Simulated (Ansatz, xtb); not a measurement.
Relative energy of two isomers of C2H8GeO3

Structure X is `C[CH2][Ge]([OH])([OH])[OH]`, a singlet and structure Y is `C[O][Ge]([CH3])([OH])[OH]`, a singlet. Both are isolated molecules in the gas phase, relaxed with PBE0-D4/def2-SVP; the shapes shown needn't be the lowest conformers.

X (Å):

```tsv
atom	x (Å)	y (Å)	z (Å)
C	0.8912	-1.1263	1.3762
C	0.6815	-0.9890	-0.1275
Ge	-0.4206	0.5274	-0.5765
O	-2.0762	0.3136	0.0257
O	0.1915	2.0224	0.1617
O	-0.5100	0.8011	-2.3269
H	1.5269	-1.9930	1.6146
H	-0.0669	-1.2621	1.9010
H	1.3740	-0.2306	1.7957
H	0.1930	-1.8803	-0.5530
H	1.6364	-0.8659	-0.6632
H	-2.3590	1.0870	0.5270
H	0.3519	2.6973	-0.5074
H	-1.4264	0.8694	-2.6185
```

Y (Å):

```yaml
atoms:
  - { symbol: C, position_ang: [-1.2149, 0.5910, 1.1027] }
  - { symbol: C, position_ang: [-0.7821, -1.3170, -2.0299] }
  - { symbol: Ge, position_ang: [0.1141, -1.3794, -0.3319] }
  - { symbol: O, position_ang: [-0.8450, -0.7583, 1.0298] }
  - { symbol: O, position_ang: [1.5978, -0.4269, -0.4846] }
  - { symbol: O, position_ang: [0.4925, -3.0146, 0.2151] }
  - { symbol: H, position_ang: [-0.3486, 1.2710, 1.0051] }
  - { symbol: H, position_ang: [-1.6830, 0.7768, 2.0826] }
  - { symbol: H, position_ang: [-1.9521, 0.8699, 0.3251] }
  - { symbol: H, position_ang: [-0.2679, -1.9813, -2.7383] }
  - { symbol: H, position_ang: [-0.7634, -0.2927, -2.4266] }
  - { symbol: H, position_ang: [-1.8233, -1.6483, -1.9175] }
  - { symbol: H, position_ang: [2.2221, -0.6080, 0.2267] }
  - { symbol: H, position_ang: [0.1629, -3.1488, 1.1118] }
```

**Question.** Estimate E(Y) − E(X) at the level CCSD(T)/def2-SVP + ΔMP2/def2-TZVPP.

**Answer.** Calculated at CCSD(T)/def2-SVP + ΔMP2/def2-TZVPP: E(Y) − E(X) = +46.9 kJ/mol, so structure X lies lower.

The same difference at several levels:

```json
{"level": "GFN2-xTB", "geometry": "GFN2-xTB", "E(Y) − E(X) (kJ/mol)": "+35.8", "departure from the last row (kJ/mol)": "−11.1", "job, with rough time for the two": "optimisation, 0.69 s"}
{"level": "HF/STO-3G", "geometry": "GFN2-xTB", "E(Y) − E(X) (kJ/mol)": "−12.6", "departure from the last row (kJ/mol)": "−59.6", "job, with rough time for the two": "single point, 0.68 s"}
{"level": "r2SCAN-D4/def2-SVP", "geometry": "GFN2-xTB", "E(Y) − E(X) (kJ/mol)": "+32.3", "departure from the last row (kJ/mol)": "−14.6", "job, with rough time for the two": "single point, 6.9 s"}
{"level": "PBE0-D4/def2-SVP", "geometry": "PBE0-D4/def2-SVP", "E(Y) − E(X) (kJ/mol)": "+39.0", "departure from the last row (kJ/mol)": "−7.9", "job, with rough time for the two": "optimisation, 1.7 min"}
{"level": "HF/def2-SVP", "geometry": "PBE0-D4/def2-SVP", "E(Y) − E(X) (kJ/mol)": "+30.0", "departure from the last row (kJ/mol)": "−16.9", "job, with rough time for the two": "part of the CCSD(T) run"}
{"level": "MP2/def2-SVP", "geometry": "PBE0-D4/def2-SVP", "E(Y) − E(X) (kJ/mol)": "+44.9", "departure from the last row (kJ/mol)": "−2.0", "job, with rough time for the two": "part of the CCSD(T) run"}
{"level": "CCSD(T)/def2-SVP", "geometry": "PBE0-D4/def2-SVP", "E(Y) − E(X) (kJ/mol)": "+39.3", "departure from the last row (kJ/mol)": "−7.7", "job, with rough time for the two": "single point"}
{"level": "CCSD(T)/def2-SVP + ΔMP2/def2-TZVPP", "geometry": "PBE0-D4/def2-SVP", "E(Y) − E(X) (kJ/mol)": "+46.9", "departure from the last row (kJ/mol)": "", "job, with rough time for the two": "single point, 2.7 min"}
```

As drawn, Y has 1 C–O, 1 C–H in place of 1 C–C, 1 O–H.

HF/STO-3G puts the two in the other order. The largest departure from CCSD(T)/def2-SVP + ΔMP2/def2-TZVPP is that of HF/STO-3G, 59.6 kJ/mol. The last row adds to CCSD(T) the change of the MP2 difference between the two basis sets, here +7.7 kJ/mol.

With thermal terms from frequencies at re-optimised GFN2-xTB minima (ideal gas, soft modes damped towards free rotors, one conformer each, 298.15 K, 1 atm): on the last row, ΔE + ΔZPE = +44.7, ΔH = +45.3, ΔG = +42.8 kJ/mol.

The correlated steps freeze 14 core orbitals; the filled d shell of Ge is correlated, in a basis made for valence electrons. Run with Ansatz 0.2.0, xtb 6.7.1; the last row on 2 threads of Arm Neoverse V1 on a shared host.
